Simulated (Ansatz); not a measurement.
`C[O][Ge][Cl]` + H₂O → `C[O][Ge][OH]` + HCl  (formal hydrolysis of a Ge–Cl bond)

Program: Ansatz. Geometries: PBE0-D4/def2-TZVP. ΔE: electronic, gas phase. CBS: MP2 limit from def2 TZ/QZ plus the TZ coupled-cluster correction, frozen cores. This one scheme is used for every species. For Ge outer-core shells are correlated without core-valence functions, which leaves a few kJ/mol of doubt a bond. Scalar relativity is left out up to krypton. One conformer a species, not always the lowest.

`C[O][Ge][Cl]`:

```xyz
7

C    -0.420   -0.732   -0.176
O    -0.734    0.636   -0.316
Ge    0.158    2.109    0.059
Cl    2.047    1.282    0.867
H    -1.162   -1.203    0.473
H     0.575   -0.882    0.251
H    -0.464   -1.210   -1.158
```

H₂O:

```xyz
3

O     0.107    0.145    0.345
H     0.157   -0.768    0.054
H    -0.264    0.624   -0.399
```

`C[O][Ge][OH]`:

Z-matrix (Å, degrees):
```
C
O 1 1.412
H 1 1.094 2 109.1
H 1 1.092 2 112.3 3 121.0
H 1 1.094 2 109.1 3 -118.0
Ge 2 1.769 1 128.1 3 -120.1
O 6 1.800 2 97.8 1 0.0
H 7 0.961 6 112.9 2 -179.9
```

HCl:

Z-matrix (Å, degrees):
```
Cl
H 1 1.279
```

| species | CCSD(T)/CBS(def2) energy (Eh) |
| --- | --- |
| `C[O][Ge][Cl]` | -2650.97453 |
| H₂O | -76.37941 |
| `C[O][Ge][OH]` | -2266.95631 |
| HCl | -460.38127 |

(1) Work out ΔE.

Largest T1 diagnostic among the species: 0.015.

## Answers

(1) ΔE = (-2266.95631) + (-460.38127) − (-2650.97453) − (-76.37941) = 0.01636 Eh = +10.3 kcal/mol.

In def2-TZVPP, CCSD(T) changes the Hartree–Fock value by −1.8 kcal/mol (the triples alone add +0.0 kcal/mol) and MP2 by −1.3 kcal/mol.
